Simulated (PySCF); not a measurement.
PySCF job for C3H6OSi, SMILES C([SiH2]C#C)O, TDA-PBE/def2-SVPD. Geometry optimised at TPSSh-D3(BJ)/def2-SVP. The structure was generated by enumeration, and PubChem lists no compound with its InChIKey, so it may never have been made. The values are those of a single conformer.

```python
import numpy as np
from pyscf import gto, scf, dft, tdscf

mol = gto.M(
    atom='''
    C     1.49554116    1.96012563    1.00246042
    C     1.10039753    0.85318825    0.67510172
    Si    0.48458754   -0.80665582    0.18817365
    C    -1.35755556   -0.72281726   -0.26281107
    O    -1.48821324    0.09318644   -1.41799983
    H     1.84549602    2.93542922    1.28725345
    H     0.64728647   -1.73940541    1.33779005
    H     1.27458505   -1.30406687   -0.96667138
    H    -1.72796343   -1.75716463   -0.42917898
    H    -1.91702273   -0.32117912    0.60736447
    H    -2.43119984    0.19109701   -1.61549642
    ''',
    basis='def2-SVPD',
    charge=0,
    spin=0,
    max_memory=1600,
    verbose=4,
)
mf = dft.RKS(mol, xc='pbe').density_fit(auxbasis='def2-universal-jkfit')
mf.grids.level = 3
mf.conv_tol = 1e-9
mf.max_cycle = 100
mf.kernel()
mf.grids = dft.Grids(mol).set(level=1).build(with_non0tab=True)  # coarser grid for the response kernel
td = tdscf.TDA(mf)
td.singlet = True
td.nstates = 10
td.conv_tol = 1e-4
td.positive_eig_threshold = 1e-6
td.kernel(x0=td.get_init_guess(mf, 15))
td.analyze()
tt = tdscf.TDA(mf)
tt.singlet = False
tt.nstates = 4
tt.conv_tol = 1e-4
tt.positive_eig_threshold = 1e-6
tt.kernel(x0=tt.get_init_guess(mf, 9))
tt.analyze(verbose=3)
```

It prints:

```
PySCF version 2.14.0

[INPUT] verbose = 4
[INPUT] num. atoms = 11
[INPUT] num. electrons = 46
[INPUT] charge = 0
[INPUT] spin (= nelec alpha-beta = 2S) = 0
[INPUT] symmetry False subgroup None
[INPUT] Mole.unit = angstrom
[INPUT] Symbol           X                Y                Z      unit          X                Y                Z       unit  Magmom
[INPUT]  1 C      1.495541160000   1.960125630000   1.002460420000 AA    2.826163200414   3.704100610441   1.894375644516 Bohr   0.0
[INPUT]  2 C      1.100397530000   0.853188250000   0.675101720000 AA    2.079449959848   1.612292125197   1.275757357023 Bohr   0.0
[INPUT]  3 Si     0.484587540000  -0.806655820000   0.188173650000 AA    0.915737733977  -1.524358576586   0.355596662360 Bohr   0.0
[INPUT]  4 C     -1.357555560000  -0.722817260000  -0.262811070000 AA   -2.565408207281  -1.365926659509  -0.496640944804 Bohr   0.0
[INPUT]  5 O     -1.488213240000   0.093186440000  -1.417999830000 AA   -2.812315438552   0.176096850123  -2.679631323380 Bohr   0.0
[INPUT]  6 H      1.845496020000   2.935429220000   1.287253450000 AA    3.487482041775   5.547157283846   2.432556473402 Bohr   0.0
[INPUT]  7 H      0.647286470000  -1.739405410000   1.337790050000 AA    1.223194152436  -3.286999844487   2.528056806668 Bohr   0.0
[INPUT]  8 H      1.274585050000  -1.304066870000  -0.966671380000 AA    2.408616666965  -2.464329232419  -1.826744160655 Bohr   0.0
[INPUT]  9 H     -1.727963430000  -1.757164630000  -0.429178980000 AA   -3.265377635964  -3.320559906473  -0.811030730620 Bohr   0.0
[INPUT] 10 H     -1.917022730000  -0.321179120000   0.607364470000 AA   -3.622647934266  -0.606940573729   1.147752506092 Bohr   0.0
[INPUT] 11 H     -2.431199840000   0.191097010000  -1.615496420000 AA   -4.594301851686   0.361121012123  -3.052845789015 Bohr   0.0

nuclear repulsion = 198.791062953978
number of shells = 67
number of NR pGTOs = 225
number of NR cGTOs = 155
basis = def2-SVPD
ecp = {}


[settings echo left out]
init E= -482.157393430828
  HOMO = -0.327793410296763  LUMO = -0.0950025557851437  gap/eV = 6.33456
cycle= 1 E= -481.833677573993  delta_E= 0.324  |g|= 0.736  |ddm|= 6.97
  HOMO = -0.0846037393995411  LUMO = -0.00292574034776827  gap/eV = 2.22257
cycle= 2 E= -481.431576772721  delta_E= 0.402  |g|= 1.54  |ddm|= 2.47
  HOMO = -0.235625107692137  LUMO = -0.0336216183977132  gap/eV = 5.49679
cycle= 3 E= -481.940879773412  delta_E= -0.509  |g|= 0.239  |ddm|= 1.53
  HOMO = -0.245092538064003  LUMO = -0.0423177150163601  gap/eV = 5.51778
cycle= 4 E= -481.94813909763  delta_E= -0.00726  |g|= 0.17  |ddm|= 0.465
  HOMO = -0.239792936868214  LUMO = -0.0421668852003494  gap/eV = 5.37768
cycle= 5 E= -481.95481367958  delta_E= -0.00667  |g|= 0.0698  |ddm|= 0.206
  HOMO = -0.241024514786549  LUMO = -0.0392216340270108  gap/eV = 5.49134
cycle= 6 E= -481.956013696456  delta_E= -0.0012  |g|= 0.0102  |ddm|= 0.0811
  HOMO = -0.241528982520052  LUMO = -0.0397169443504892  gap/eV = 5.49159
cycle= 7 E= -481.956046010576  delta_E= -3.23e-05  |g|= 0.00217  |ddm|= 0.021
  HOMO = -0.241454153923911  LUMO = -0.0397183737432654  gap/eV = 5.48951
cycle= 8 E= -481.956047084074  delta_E= -1.07e-06  |g|= 0.000868  |ddm|= 0.00377
  HOMO = -0.241530338862114  LUMO = -0.0396983228816339  gap/eV = 5.49213
cycle= 9 E= -481.956047298695  delta_E= -2.15e-07  |g|= 0.000177  |ddm|= 0.00134
  HOMO = -0.241535184707378  LUMO = -0.0397066388775724  gap/eV = 5.49203
cycle= 10 E= -481.956047308115  delta_E= -9.42e-09  |g|= 2.55e-05  |ddm|= 0.000344
  HOMO = -0.241538524175207  LUMO = -0.0397063764387515  gap/eV = 5.49213
cycle= 11 E= -481.956047308266  delta_E= -1.51e-10  |g|= 1.25e-05  |ddm|= 6.35e-05
  HOMO = -0.241535180884283  LUMO = -0.0397063844053416  gap/eV = 5.49204
Extra cycle  E= -481.956047308222  delta_E= 4.41e-11  |g|= 1.97e-05  |ddm|= 4.14e-05
converged SCF energy = -481.956047308222
tot grids = 41968
Overwritten attributes  positive_eig_threshold  of <class 'pyscf.tdscf.rks.TDA'>


******** <class 'pyscf.tdscf.rks.TDA'> for <class 'pyscf.df.df_jk.DFRKS'> ********
nstates = 10 singlet
deg_eia_thresh = 1.000e-03
wfnsym = None
conv_tol = 0.0001
eigh lindep = 1e-12
eigh level_shift = 0
eigh max_cycle = 100


Excitation energies (eV)
[5.51787859 5.70399216 5.85040054 6.00472874 6.04390655 6.34564994
 6.48913226 6.57027953 6.68305298 6.79748982]

** Singlet excitation energies and oscillator strengths **
Excited State   1:      5.51788 eV    224.70 nm  f=0.0016
      23 -> 24        0.70350
Excited State   2:      5.70399 eV    217.36 nm  f=0.0035
      22 -> 24        0.10561
      23 -> 25       -0.69473
Excited State   3:      5.85040 eV    211.92 nm  f=0.0016
      21 -> 24       -0.60012
      22 -> 24        0.16520
      22 -> 25        0.33032
Excited State   4:      6.00473 eV    206.48 nm  f=0.0216
      21 -> 24        0.23168
      21 -> 25       -0.36541
      22 -> 24        0.51509
      22 -> 25        0.17998
Excited State   5:      6.04391 eV    205.14 nm  f=0.0083
      21 -> 24       -0.27445
      21 -> 25       -0.19712
      22 -> 24        0.17972
      22 -> 25       -0.58684
Excited State   6:      6.34565 eV    195.38 nm  f=0.0027
      23 -> 26       -0.70159
Excited State   7:      6.48913 eV    191.06 nm  f=0.0198
      20 -> 24        0.10716
      21 -> 25        0.27885
      21 -> 26        0.29267
      22 -> 26        0.54767
Excited State   8:      6.57028 eV    188.70 nm  f=0.0079
      20 -> 24        0.20845
      21 -> 26        0.53332
      22 -> 26       -0.38658
Excited State   9:      6.68305 eV    185.52 nm  f=0.0364
      20 -> 24        0.60274
      20 -> 25        0.14319
      21 -> 25        0.11927
      21 -> 26       -0.29233
Excited State  10:      6.79749 eV    182.40 nm  f=0.0138
      20 -> 25        0.67496
      21 -> 26        0.10129
      22 -> 26        0.11221

** Transition electric dipole moments (AU) **
state          X           Y           Z        Dip. S.      Osc.
  1        -0.0704     -0.0838     -0.0039      0.0120      0.0016
  2        -0.1037     -0.0403     -0.1134      0.0252      0.0035
  3         0.0911      0.0063      0.0538      0.0112      0.0016
  4         0.3226      0.2075      0.0065      0.1472      0.0216
  5         0.1849      0.0356      0.1430      0.0559      0.0083
  6        -0.0063     -0.1056     -0.0800      0.0176      0.0027
  7         0.1660      0.2989      0.0862      0.1243      0.0198
  8         0.0848      0.1687      0.1162      0.0492      0.0079
  9         0.3429      0.3206      0.0414      0.2221      0.0364
 10        -0.2028     -0.1524     -0.1365      0.0830      0.0138

** Transition velocity dipole moments (imaginary part, AU) **
state          X           Y           Z        Dip. S.      Osc.
  1        -0.0034     -0.0057      0.0013      0.0000      0.0002
  2        -0.0090     -0.0171     -0.0190      0.0007      0.0023
  3         0.0113      0.0008      0.0084      0.0002      0.0006
  4         0.0427      0.0214      0.0100      0.0024      0.0072
  5         0.0301      0.0027      0.0161      0.0012      0.0035
  6         0.0002     -0.0376     -0.0313      0.0024      0.0068
  7         0.0278      0.0332      0.0179      0.0022      0.0061
  8         0.0100      0.0160      0.0154      0.0006      0.0016
  9         0.0487      0.0440      0.0068      0.0044      0.0118
 10        -0.0377     -0.0221     -0.0124      0.0021      0.0055

** Transition magnetic dipole moments (imaginary part, AU) **
state          X           Y           Z
  1        -0.3300     -0.0281      0.1363
  2        -0.0050      0.1512     -0.1566
  3         0.1343      0.1974      0.0145
  4        -0.0008     -0.1995     -0.1725
  5         0.0299     -0.0817     -0.1143
  6         0.5637      0.1054     -0.2033
  7        -0.2294     -0.1285      0.0843
  8         0.1036      0.1600     -0.1654
  9         0.2323     -0.3460     -0.3813
 10         0.0573     -0.0043      0.1475


******** <class 'pyscf.tdscf.rks.TDA'> for <class 'pyscf.df.df_jk.DFRKS'> ********
nstates = 4 triplet
deg_eia_thresh = 1.000e-03
wfnsym = None
conv_tol = 0.0001
eigh lindep = 1e-12
eigh level_shift = 0
eigh max_cycle = 100


Excitation energies (eV)
[4.8454254  5.23960727 5.24956075 5.45890655]

** Triplet excitation energies and oscillator strengths **
Excited State   1:      4.84543 eV    255.88 nm  f=0.0000
Excited State   2:      5.23961 eV    236.63 nm  f=0.0000
Excited State   3:      5.24956 eV    236.18 nm  f=0.0000
Excited State   4:      5.45891 eV    227.12 nm  f=0.0000
```

The run converged.

Cost: about 50 core-seconds (a rough figure).
